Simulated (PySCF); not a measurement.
**Vibration and rotation of CsSr**

ROHF-CCSD(T) constants of CsSr, ²Σ⁺ (doublet), unpaired electrons σ ↑ (PySCF, scalar-relativistic core potentials, basis sets Cs def2-SVP with ECP46, Sr def2-SVP with ECP28; masses 132.9054 and 87.9056 u):

```
ωe            : 25.3 cm⁻¹
ωexe          : 0.192 cm⁻¹
Be            : 0.011379 cm⁻¹
αe            : 8.19e-05 cm⁻¹
De to Cs + Sr : 0.112 eV
```

Problem. What force constant and bond length do these constants imply?

Solution. Reduced mass μred = 52.910 u; k = 5.8918×10⁻⁷·μred·ωe² (u, cm⁻¹, mdyn/Å) = 0.0200 mdyn/Å; Re = √(16.8576/(μred·Be)) (u, cm⁻¹, Å) = 5.291 Å.

Problem. Estimate the centrifugal constant D from the Kratzer relation and find the Dunham coefficient a1.

Solution. D = 4Be³/ωe² = 9.21e-09 cm⁻¹; a1 = −1 − αeωe/(6Be²) = -3.67.

Correlated steps freeze no core orbitals. The bond is weak. Basis-set superposition, not corrected here, can be much of De in a small basis, most of all at correlated wavefunction levels. Spin–orbit coupling is left out. The state is the lowest determinant that a PBE0 search found; another state may lie lower at other levels.
